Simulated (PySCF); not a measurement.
Rh (rhodium, neutral) across methods

[Kr] 4d7 5s2, high-spin 4F determinant (an excited configuration). All numbers are calculated (PySCF 2.14, scalar relativity through the core potential, in aug-cc-pVTZ-PP with one added diffuse shell each of s, p, d, f, g type with ECP28MDF (7s7p6d4f3g, 113 functions)).

```tsv
method	E (hartree)	mean ε 4d β (eV)	mean ε 5s α (eV)	mean ε 5s β (eV)	Σ⟨r²⟩ (bohr²)	⟨S²⟩
PBE0	-110.0564	-9.500	-6.339	-5.560	52.48	3.757
LDA	-109.8453	-7.719	-5.933	-5.239	52.14	3.755
BHandHLYP	-109.9778	-11.163	-6.844	-6.197	52.83	3.757
revPBE	-110.1208	-7.779	-5.609	-4.846	52.51	3.757
PBE	-110.0765	-7.788	-5.682	-4.941	52.42	3.757
UHF	-109.34403	-13.978	-7.624	-6.561	54.59	3.766
B97-3	-110.0864	-9.630	-6.228	-5.510	52.81	3.756
r2SCAN	-110.1015	-7.980	-5.878	-5.117	52.23	3.763
```

Energies and moments cover only the electrons outside the core potential.
